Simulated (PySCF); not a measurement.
1,1-dichloroprop-1-ene (C3H4Cl2), SMILES CC=C(Cl)Cl. Atoms are numbered in the order given.

```xyz
9

C      0.7325    -2.3630     0.0000
C      1.0454    -0.9009     0.0000
C      0.1583     0.1005     0.0000
Cl    -1.5679    -0.1352     0.0000
Cl     0.6438     1.7728     0.0000
H      1.1721    -2.8535     0.8853
H     -0.3492    -2.5494     0.0000
H      1.1721    -2.8535    -0.8853
H      2.0981    -0.6028     0.0000
```
Charge 0, spin multiplicity 1.

Geometry optimised at B3LYP-D3(BJ)/def2-SVP.

Method: B3LYP-D3(BJ)/def2-SVP run with PySCF.

Frequencies are harmonic and unscaled.

Problem. List the normal modes with their intensities. (An estimate is asked for; the answer gives what the named calculation found.)

Solution. 
| mode | ν (cm⁻¹) | IR (km/mol) | Raman (Å⁴/amu) | depolarisation | moving atoms (share of kinetic energy) |
|---|---|---|---|---|---|
| 1 | 116 | 0.3 | 0.1 | 0.75 | H 97 % |
| 2 | 216 | 0.7 | 0.5 | 0.75 | C 62 %, H 28 %, Cl 10 % |
| 3 | 227 | 0.8 | 2.2 | 0.70 | Cl 43 %, C 38 %, H 19 % |
| 4 | 293 | 0.1 | 4.0 | 0.75 | Cl 77 %, C 20 % |
| 5 | 446 | 7.0 | 5.4 | 0.28 | C 43 %, Cl 43 %, H 14 % |
| 6 | 478 | 1.3 | 2.7 | 0.75 | C 84 %, H 11 % |
| 7 | 598 | 8.7 | 8.0 | 0.12 | C 49 %, Cl 38 %, H 13 % |
| 8 | 829 | 15.0 | 4.7 | 0.75 | H 87 %, C 12 % |
| 9 | 871 | 121.0 | 0.5 | 0.65 | C 67 %, H 23 %, Cl 10 % |
| 10 | 985 | 49.1 | 1.1 | 0.50 | C 57 %, H 41 % |
| 11 | 1046 | 0.1 | 1.2 | 0.75 | H 65 %, C 35 % |
| 12 | 1130 | 15.5 | 2.4 | 0.67 | C 64 %, H 36 % |
| 13 | 1287 | 17.6 | 11.8 | 0.41 | H 79 %, C 21 % |
| 14 | 1395 | 0.6 | 16.2 | 0.48 | H 77 %, C 23 % |
| 15 | 1453 | 5.8 | 37.6 | 0.61 | H 95 % |
| 16 | 1458 | 7.0 | 15.4 | 0.75 | H 96 % |
| 17 | 1707 | 27.9 | 33.1 | 0.19 | C 94 % |
| 18 | 3025 | 20.9 | 232.0 | 0.07 | H 97 % |
| 19 | 3085 | 10.8 | 130.2 | 0.75 | H 91 %, C 9 % |
| 20 | 3149 | 3.6 | 66.3 | 0.71 | H 91 %, C 9 % |
| 21 | 3176 | 3.4 | 70.3 | 0.19 | H 92 %, C 8 % |
